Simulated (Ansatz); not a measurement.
An input meant for the cluster Mn₂Cu₂ (charge 0, multiplicity 9; atoms displaced at random, 0.03 Å in each coordinate; with a point charge).

```yaml
crystal:
  periodic: [false, false, false]
  atoms:
    - {symbol: Cu, position_ang: [1.995848, -0.061997, -0.531294]}
    - {symbol: Cu, position_ang: [-2.012574, 0.040000, 0.561310]}
    - {symbol: Mn, position_ang: [-0.030626, 1.273865, -0.201708]}
    - {symbol: h, position_ang: [-0.005029, -1.235503, 0.179739]}
basis:
  gaussian: {orbitals: "6-31G*", point_charges: [{charge: -1.00, position_ang: [4.643, 0.945, 0.325]}]}
magnetization: {spin_polarized: true, initial_magnetization: 8}
hamiltonian: {xc: {name: B3LYP}}
scf: {omitted_lower_state_checks: [starts]}
output: {forces: true}
```

```sh
$ ansatz run in.yaml --threads 4 --pin off --events-out ev --progress --plain --max-ram 4787MiB
```

Output, abridged:

```
Error: YAML parse error: error: line 7 column 16: `h` is not an element symbol (H … Og, case-exact)
 --> <input>:7:16
5 |     - {symbol: Cu, position_ang: [-2.012574, 0.040000, 0.561310]}
6 |     - {symbol: Mn, position_ang: [-0.030626, 1.273865, -0.201708]}
7 |     - {symbol: h, position_ang: [-0.005029, -1.235503, 0.179739]}
8 | basis:
9 |   gaussian: {orbitals: "6-31G*", point_charges: [{charge: -1.00, position_ang: […
```

In this input an element symbol is wrong. The input was rejected before any iteration.
